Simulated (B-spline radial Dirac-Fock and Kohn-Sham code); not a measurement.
## Ce 3d3/2: cross section and angular parameters

System: neutral cerium in the configuration 1s2 2s2 2p6 3s2 3p6 3d10 4s2 4p6 4d10 4f1 5s2 5p6 5d1 6s2; threshold 902.4 eV (tabulated edge). Method: Dirac-Hartree-Slater photoionisation with a Latter tail; cross sections with all multipoles, angular parameters from the dipole term and its interference with E2. Computed with a radial finite-basis atomic code.

Input file task.json (cfg lists n, l and occupation; rrms is the nuclear radius in fm):

```json
{"items": [{
  "Z": 58,
  "q": 0,
  "cfg": [[1, 0, 2], [2, 0, 2], [2, 1, 6], [3, 0, 2], [3, 1, 6], [3, 2, 10], [4, 0, 2], [4, 1, 6], [4, 2, 10], [4, 3, 1], [5, 0, 2], [5, 1, 6], [5, 2, 1], [6, 0, 2]],
  "A": 140,
  "rrms": 4.8771,
  "do": "xps",
  "hv": [76.5, 79.9, 80, 93.2, 131.0, 206.0, 230.0, 266.0, 302.0, 400, 437.0, 600, 730.0, 780.0, 828.0, 1000.0, 1250.0, 1440.0, 1480.0, 1486.9, 2190.0, 2984.4, 3010.0, 4470.0, 5414.7, 5720.0, 7660.0, 8047.8, 11400.0, 15000],
  "edges": {"K": 40443.0, "L1": 6548.0, "L2": 6164.0, "L3": 5723.0, "M1": 1436.0, "M2": 1274.0, "M3": 1187.0, "M4": 902.4, "M5": 883.8, "N1": 291.0, "N2": 223.2, "N3": 206.5, "N4": 109.0, "N5": 109.0}
}]}
```

Run with: `python xray2_run.py task.json out`

For linearly polarised light dσ/dΩ = σ/(4π) [1 + β P₂(cos θ) + (δ + γ cos²θ) sin θ cos φ], with θ from the polarisation vector and φ the angle between the beam and the projection of the electron momentum on the plane normal to the polarisation.

```tsv
hν (eV)	σ (kb)	β	γ	δ
1000	719	0.396	-0.065	-0.007
1250	431	0.819	-0.123	0.009
1440	304	0.995	-0.086	0.025
1480	283	1.022	-0.074	0.027
1486.9	?	?	?	?
2190	96.9	1.226	0.187	0.058
2984.4	38.6	1.251	0.465	0.080
3010	37.6	1.251	0.473	0.081
4470	10.7	1.185	0.858	0.118
5414.7	5.68	1.130	1.047	0.142
5720	4.72	1.112	1.100	0.150
7660	1.72	1.005	1.370	0.201
8047.8	1.44	0.986	1.415	0.212
11400	0.406	0.844	1.709	0.299
15000	0.145	0.730	1.906	0.390
```

Problem. Give the values at Al Kα (taken as 1486.9 eV).

Solution. σ = 280 kb, β = 1.026, γ = -0.072, δ = 0.028.
